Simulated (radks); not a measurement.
Question: These are the eigenvalues of the occupied orbitals of an atom or ion with whole-number occupations (Ry). All-electron calculation, Dirac Kohn-Sham, PBE, spin-unpolarised, spherical densities, point nucleus. Program: a radial shooting solver on a logarithmic mesh with Libxc functionals.

orbital  eigenvalue
1s1/2     -6312.387
2s1/2     -1284.952
2p1/2     -1241.988
2p3/2     -1098.053
3s1/2     -449.7995
3p1/2     -431.0043
3p3/2     -397.6156
3d3/2     -367.5332
3d5/2     -360.2502
4s1/2     -222.7679

Which element is it, and in what charge state? The configuration may be excited. Open shells, if any, are shared by 2j + 1.

Answer: Z = 80, mercury, charge +51: Hg51+ in [Ar] 3d10 4s1. The list shows which subshells hold electrons but not how many an open one holds; the 1s level, -3156.2 hartree, gives Z - s = 79.5 by -(Z - s)^2/2, which with screening and relativity narrows Z to a few neighbours, and the depths of the outer levels then fix element, charge and occupations together.
